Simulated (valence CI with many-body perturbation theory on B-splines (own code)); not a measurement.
# Sensitivity of CI+MBPT for I³⁺

Computed by valence CI with perturbative core correlation (CI+MBPT): four valence electrons over a frozen Dirac-Fock core [Kr] 4d10, a basis of 6 s, 6 p, 5 d, 3 f, 1 g functions for each j, with the one-electron correlation potential Σ1, the two-electron term Σ2, the three-electron term Σ3, Breit, model QED; selected CI, second order for the rest, scaled by the run's own slope (own B-spline code, finite nucleus).

No measured levels were compared; by estimate levels hold to about 250 cm⁻¹ or 0.2 % of their energy and the worst to 1 %, as in measured heavy ions of charge 2 to 7; those with d or f electrons hold less well.

The reference run has the lowest level 5s²5p² ³P_0 and an ionisation energy of 40.5240 eV. Its largest variational space holds 10000 state functions.

Names give the largest LS component (configuration and term), which can be under half, so a name can repeat, a term be missing and a line seem to break the LS rules; names also repeat where a configuration has a term twice.

Changed runs:
A. size limit of the variational space 10000 → 3000; second order for the rest on → off; hole-hole ladder in Σ2 on → off
B. correlating orbitals by l 3 3 3 2 1 → 4 2 1 1 1
C. highest l in the core sums 6 → 3
D. closed core [Kr] 4d10 → [Kr] 4d10 5s1 (bad on purpose)

Excitation energies of the reference run in cm⁻¹, and shifts in cm⁻¹:

| Level | Reference | A | B | C |
| --- | --- | --- | --- | --- |
| 5s²5p² ³P_1 | 6807 | +69 | -9.3 | +192 |
| 5s²5p² ³P_2 | 10991 | +193 | +4.5 | +308 |
| 5s²5p² ¹D_2 | 22585 | +208 | +29 | +624 |
| 5s²5p² ¹S_0 | 37305 | +34 | +103 | +917 |
| 5s5p³ ⁵S°_2 | 77546 | +268 | -139 | +1674 |
| 5s5p³ ³D°_1 | 98820 | +313 | -7.7 | +2098 |
| 5s5p³ ³D°_2 | 99304 | +477 | -9.5 | +2126 |
| 5s5p³ ³D°_3 | 102132 | +558 | -11 | +2210 |
| 5s5p³ ³P°_0 | 114501 | -7.1 | +35 | +2415 |
| 5s5p³ ³P°_2 | 114900 | +535 | +59 | +2450 |
| 5s5p³ ³P°_1 | 115335 | +352 | +32 | +2426 |
| 5s²5p5d ¹D°_2 | 123113 | +706 | +108 | +2702 |
| Ionisation energy (eV) | 40.5240 | -0.0075 | -0.0054 | +0.6312 |

Run D: It gave no result: the perturbation theory needs a core of closed shells. The program said: "the core must hold closed shells only".
